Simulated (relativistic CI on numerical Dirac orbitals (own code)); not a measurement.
# Fe³⁺ in a cubic cluster: 3s photoemission with charge transfer

Computed with a charge-transfer multiplet model of a cubic metal-ligand cluster with up to 2 ligand holes, Slater and spin-orbit integrals from Dirac-Coulomb-Breit ions, Slater integrals scaled by 0.8. The ground state mixes d5 with configurations of k ligand holes L, whose averages lie at kΔ + k(k − 1)U_dd/2; a core hole lowers each added d electron by U_cd. 20 K, Lorentzian 1.4 eV and Gaussian 0.8 eV FWHM.

Atomic integrals in eV (Slater integrals scaled, ζ unscaled), ground: F2dd 9.587, F4dd 5.993, zeta_d 0.056; with the core hole: F2dd 10.413, F4dd 6.546, zeta_d 0.065, G2cd 10.337.

Cluster parameters (eV): Δ = 3.1, U_dd = 6.9, 10Dq = 1.75, 10Dq(ligand) = 1.3, V(eg) = 2.45, V(t2g) = -1.05, final-state hopping factor = 1.

| Case | n_d | d5 | d6L | d7L2 | S |
| --- | --- | --- | --- | --- | --- |
| U_cd = 7.4 eV | 5.27 | 0.74 | 0.24 | 0.01 | 2.49 |
| U_cd = 8.6 eV | 5.27 | 0.74 | 0.24 | 0.01 | 2.49 |
| U_cd = 9.2 eV | 5.27 | 0.74 | 0.24 | 0.01 | 2.49 |

Weights, n_d and S are thermal averages at 20 K. Binding energies count from the first peak over 30 % of the highest in each spectrum, which can be another peak from case to case. The parameters are a model scan and need not match a compound or its usual spin state. Peaks in eV (height, largest 100):
- U_cd = 7.4 eV: 0.0 (100), 7.1 (29), 10.4 (43), 18.1 (26)
- U_cd = 8.6 eV: 0.0 (100), 7.4 (43), 10.5 (42), 18.2 (29), 22.7 (9)
- U_cd = 9.2 eV: 0.0 (100), 7.6 (50), 10.4 (45), 18.2 (31), 22.8 (14)

For the case U_cd = 8.6 eV, Δ = 3.1 eV is smaller than U_dd = 6.9 eV, the charge-transfer side of the Zaanen-Sawatzky-Allen scheme. With the core hole the configuration with one ligand hole lies at Δ − U_cd = -4.3, -5.5, -6.1 eV from the one without, in the order of the table; where this is negative the screened configuration lies lower, though the effective hopping of about 3.8 eV (from the holes of the mixed ground state) mixes the two strongly wherever it is as large as the gap.

Without intra-shell correlation the exchange splitting of the 3s hole comes out too large.
